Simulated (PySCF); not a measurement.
**Polarisability and C₆ of W⁺ (tungsten, charge +1)**

[Xe] 4f14 5d4 6s1, high-spin 6D determinant. All numbers are calculated (PySCF 2.14, a scalar-relativistic core potential, in aug-cc-pVQZ-PP with ECP60MDF (7s7p6d4f3g2h, 135 functions)). Coupled (time-dependent) response in atomic units; α is the mean over directions.

```tsv
method	mean α (bohr³)	α xx, yy, zz	C₆ (like pair)	S(−4)
BHandHLYP	37.60	36.99, 36.99, 38.83	320.9	620.2
```

S(−4) is the Cauchy moment in α(ω) = α(0) + S(−4) ω² + …

Spin-orbit coupling is absent.

α(iu) at BHandHLYP:

```tsv
u (hartree)	α(iu) (bohr³)
0	37.60
0.0500	36.13
0.100	32.47
0.200	23.96
0.300	17.72
0.500	11.04
0.750	7.237
1.00	5.238
1.50	3.182
2.00	2.151
3.00	1.163
5.00	0.4867
```

A single London oscillator, α(iu) = α/(1 + u²/ω²), gives C₆ = (3/4) ω α². Matching the computed C₆ needs ω = 4 × 320.9 / (3 × 37.60²) = 0.303 hartree.

For an ion, C₆ is the dispersion term alone; charge-induced terms of lower order in 1/R come first.

The components differ because the open shell of this determinant is not spherical; for a pure term their mean is the scalar polarisability.

Energies and moments cover only the electrons outside the core potential. Spin-orbit coupling, absent here, splits the open shell strongly.
